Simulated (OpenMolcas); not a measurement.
## Ions of charge +3 along the 3d row with 4 chloride ligands in tetrahedral coordination

| Property | Result |
| --- | --- |
| Program | OpenMolcas |
| Method | SS-CASPT2, IPEA 0.25 Eh, imaginary shift 0.1 Eh |
| Spin-orbit coupling | state interaction with AMFI integrals over the reference wave functions |

The d shell is active; CASPT2 correlates the ligand valence shells and the outer metal core. Anionic complexes are neutralised by point charges behind the ligands. Distances were set from a Shannon-type radius of the metal (high-spin where two are listed) plus a fixed donor radius (Cl 1.76 Å). Ligand basis ANO-RCC-VDZP, DKH2 Hamiltonian. States (labels of Td). Energies in cm-1 above the lowest state or level, χT in cm3 K/mol; under a threefold ground state the first gap can be a small split of the lowest multiplet, not the spin-orbit step; 10Dq is the gap between the two states; 10Dq is negative for this site. Spin-only χT is S(S+1) / 2 for the spin of the ground state.

```tsv
Ion	Shell	R (Å)	Metal basis	Outer charge (e at Å behind ligand)	Ground state	First state of that spin	10Dq	First gap with spin-orbit (degeneracies)	χT at 300 K	First state of another spin	Spin-only χT
Ti3+	3d1	2.3	ANO-RCC-VDZP	0.25 at 2.6	2E	2T2 5240	-5243	5220 (4, 4)	0.390		0.375
V3+	3d2	2.27	ANO-RCC-VDZP	0.25 at 2.6	3A2	3T2 4980		4940 (3, 1)	0.971	1E 9260	1.000
Cr3+	3d3	2.25	ANO-RCC-VTZP	0.25 at 3.2	4T1	4T2 4940		28 (4, 2)	1.471	2E 7420	1.875
Mn3+	3d4	2.27	ANO-RCC-VDZP	0.25 at 3.2	5T2	5E 7580		22 (1, 3)	2.560	3T1 11100	3.000
Fe3+	3d5	2.25	ANO-RCC-VTZP	0.25 at 3.2	6A1			17410 (6, 4)	4.384	4T1 17460	4.375
```

The rows also differ in their metal basis and outer charges, so part of each step comes from that.

Every ion keeps the highest spin of its shell. χT departs most from the spin-only value for Mn3+, by -0.440 cm3 K/mol.

Roots that are degenerate in the reference are averaged as groups; the widest CASPT2 spread within a group is 920 cm-1 (the 3-fold group of multiplicity 1 near 16200 cm-1 above the lowest state of its run, Mn3+). Shifts and gaps below about the spread of the groups concerned are not significant. Over all roots computed the reference weight is 0.74 in Ti3+, 0.72 to 0.74 in V3+, 0.70 to 0.73 in Cr3+, 0.68 to 0.73 in Mn3+, 0.65 to 0.73 in Fe3+; the roots of lowest weight are the least certain, and an intruder state may touch them. Ligand-to-metal charge-transfer states are missing. With one d shell and no ligand orbital active, 10Dq can be off by a tenth or more. An orbital doublet at a regular site is open to a Jahn-Teller distortion, which this geometry leaves out (holds for Ti3+). These CASPT2 states fit no ligand-field parameters well, so their order and spin gaps are uncertain (holds for V3+; Cr3+; Mn3+). With no ligand orbital active B as a rule stays too high, so bands that hang on it stand too high and its fall with covalency is understated (holds for V3+; Cr3+; Mn3+; Fe3+). An orbital triplet at a regular site is open to Jahn-Teller coupling, which can distort the site and quench the lowest spin-orbit gaps and is left out (holds for Cr3+; Mn3+). No measured value stands beside these numbers; the geometry was imposed, not optimised, and the real ion may take another.
